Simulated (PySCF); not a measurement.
**Radial density of I (iodine, neutral)**

r2SCAN0, [Kr] 4d10 5s1 5p5 5d1, one real determinant (an excited configuration). Calculation: PySCF 2.14, in aug-cc-pVQZ-PP with ECP28MDF; a scalar-relativistic core potential. This is the valence pseudo-density: the core potential removes the inner electrons and smooths the orbitals near the nucleus.

```
r (bohr)  4πr²ρ (e/bohr)  4πr²(ρα − ρβ)
 0.00207       1.331e-05         0.0000
 0.00348       3.612e-05         0.0000
 0.00586       9.221e-05         0.0000
 0.00986       0.0002131         0.0000
  0.0166       0.0004443         0.0001
  0.0279       0.0007797         0.0001
  0.0469        0.001249         0.0001
  0.0789        0.003192         0.0002
   0.133         0.02263         0.0004
   0.223          0.2859         0.0044
   0.375           4.601         0.0936
   0.632           25.57         0.3023
    1.06           14.74         0.1421
    1.79           4.415         1.4119
    3.01           1.688         0.5742
    5.06          0.2798         0.2084
    8.50         0.01048         0.0102
```

⟨L²⟩ = 7.96 against 12 for a pure F term, so this real determinant mixes terms. Energies and moments cover only the electrons outside the core potential. The outer electron is Rydberg-like, and this basis confines it to a smaller radius and binds it less than a complete one would.
